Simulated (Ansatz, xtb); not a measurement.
**Relaxing a trial structure of ClFH4MgSi2**

The starting geometry of this gas-phase singlet was built from a drawn formula by distance geometry and a force field; its bonds are those of `F[SiH2][Mg][SiH2]Cl`.

```xyz
9

Cl   -2.2622    2.0998   -0.2922
F     2.0797    2.0385    4.3384
Mg    1.1238    1.2208    1.0629
Si    2.7860    1.2887    2.9937
Si   -0.4711    1.1525   -0.8752
H     4.0010    1.9974    2.6317
H     3.1446   -0.0834    3.3571
H     0.1336    1.8829   -1.9889
H    -0.7736   -0.2191   -1.2546
```

Where would you expect an optimisation with r2SCAN-D4/def2-SVP to take it?

It keeps its bonds, and is `F[SiH2][Mg][SiH2]Cl`.

The energy falls by 0.25 eV over 13 steps:

```json
{"step": "1", "E − E(last) (eV)": "0.249"}
{"step": "2", "E − E(last) (eV)": "0.042"}
{"step": "4", "E − E(last) (eV)": "0.009"}
{"step": "5", "E − E(last) (eV)": "0.007"}
{"step": "6", "E − E(last) (eV)": "0.003"}
{"step": "8", "E − E(last) (eV)": "0.000"}
{"step": "9", "E − E(last) (eV)": "0.000"}
{"step": "10", "E − E(last) (eV)": "0.000"}
{"step": "12", "E − E(last) (eV)": "0.000"}
{"step": "13", "E − E(last) (eV)": "0.000"}
```

Final geometry (Å):

```xyz
9

Cl   -1.9623    2.1119    0.0489
F     1.9387    2.0483    4.2111
Mg    1.2736    1.1264    0.9398
Si    2.8031    1.2763    3.0365
Si   -0.4115    1.0937   -1.0072
H     4.0749    2.0563    2.8582
H     3.2372   -0.0390    3.6188
H    -0.1721    1.8965   -2.2512
H    -1.0196   -0.1923   -1.4820
```

From the same start GFN2-xTB ends elsewhere, differing in Cl1–Mg3 (2.45 against 3.50 Å here).

No frequencies were run, so the end isn't proven a minimum. Run with Ansatz 0.2.0, 33 s on 2 threads of Intel(R) Xeon(R) Processor @ 2.70GHz, with other jobs on the host.
